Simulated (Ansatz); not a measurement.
A made-up structure of CH₃BSn, closed shell:

B1  (0.220, -2.457, 1.825)
C2  (-0.214, 0.435, -0.246)
Sn3  (1.164, -1.087, 0.340)
H4  (-1.068, 0.048, -0.741)
H5  (0.371, 0.988, -0.935)
H6  (-0.499, 1.063, 0.558)
(Å)

It is relaxed with PBE-D4/def2-SVP and then PBE0-D4/def2-TZVP (Ansatz 0.2.0). Atoms count as bonded within 1.22 times the sum of their covalent radii (H–H: 0.88 Å). The end point is not checked to be a true minimum.

Task: Does its bonding change? (A judgement: the text doesn't fix the answer.)

Result: By the calculation: No: no bond forms or breaks.

Where it ends: The first stage lowers the energy by 0.22 eV in 5 steps. It ends as CH₃BSn ([B][Sn][CH3]):
```
6
angstrom
B 0.2335 -2.4395 1.8066
C -0.1997 0.4413 -0.2578
Sn 1.1507 -1.1465 0.3916
H -1.0764 0.0220 -0.7490
H 0.3571 1.0483 -0.9755
H -0.4921 1.0646 0.5858
```

Labels in which every atom is bracketed show which atoms are joined, not bond orders.

For scale, one of the runs: PBE0-D4/def2-TZVP relaxation, 130 basis functions, launched by `ansatz run in.yaml --threads 2 --pin off --events-out ev --progress --plain --max-ram 4352MiB`. The run took about 43 s on 2 CPU threads of an Arm Neoverse V2 (shared host).
